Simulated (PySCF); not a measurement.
**Assigning NMR signals**

Bonds (- single, = double, # triple, : aromatic): S1-C2, C2-C3, C3:C4, C4:C5, C5:C6, C6:C7, C7:C8, C8:C3. S1 carries H9; C2 carries H10, H11; C4 carries H12; C5 carries H13; C6 carries H14; C7 carries H15; C8 carries H16.

PySCF 2.14 calculation with geometry: PBE0-D3(BJ)/def2-TZVP and σ from GIAO-B97-2/pcSseg-2; averaged over atoms made equivalent by symmetry, fast rotation or ring inversion, non-relativistic Hamiltonian, a single conformation, isolated molecule.

δ = σ(ref) − σ, references computed at the same level: ¹³C, ¹H against TMS.

**Question.** Assign these signals to the numbered atoms. ¹³C{¹H} NMR (computed): δ 151.3 (C), 135.5 (CH), 135.0 (CH), 133.5 (CH), 37.1 (CH2).

**Answer.** 
151.3 → C3, substituted aromatic carbon
135.5 → C5/C7, aromatic CH: the aromatic region
135.0 → C4/C8, aromatic CH
133.5 → C6, aromatic CH
37.1 → C2, sp3 CH2 bonded to S, on an aromatic ring

C5/C7 and C4/C8; C4/C8 and C6 lie closer than the usual error of such a calculation, so a measured spectrum could show them in the other order.

**Question.** Assign these signals to the numbered atoms. ¹H NMR (500 MHz, computed): δ 7.58 (m, 2H), 7.58 (m, 2H), 7.50 (m, 1H), 3.64 (s, 2H), 1.73 (br s, 1H).

**Answer.** 
| δ (ppm) | atoms | environment | reason |
| --- | --- | --- | --- |
| 7.58 | H13/H15 | hydrogen on an aromatic CH | aromatic region |
| 7.58 | H12/H16 | hydrogen on an aromatic CH | – |
| 7.50 | H14 | hydrogen on an aromatic CH | – |
| 3.64 | H10/H11 | hydrogen on an sp3 CH2 bonded to S, on an aromatic ring | – |
| 1.73 | H9 | hydrogen on a thiol sulfur | exchangeable; this is the value without hydrogen bonding to other molecules |

H13/H15 and H12/H16; H12/H16 and H14 lie closer than the usual error of such a calculation, so a measured spectrum could show them in the other order.

Exchangeable OH/NH protons stand at their gas-phase positions; hydrogen bonding in a real sample shifts them, mostly to higher δ. Shifts are as computed. Against solution values, carbons near 30 ppm lie about +3 ppm off and those near 130 ppm about +7 ppm; carbons on S a further +4 ppm. Of 1309 compounds with measured shifts, 239 miss one by over three times the rms of a fit or turn the order of signals round; such compounds aren't used in these exercises. Multiplicities follow the n + 1 count of equivalent neighbours, as no J values were calculated; m marks all less simple cases, F and P coupling included.
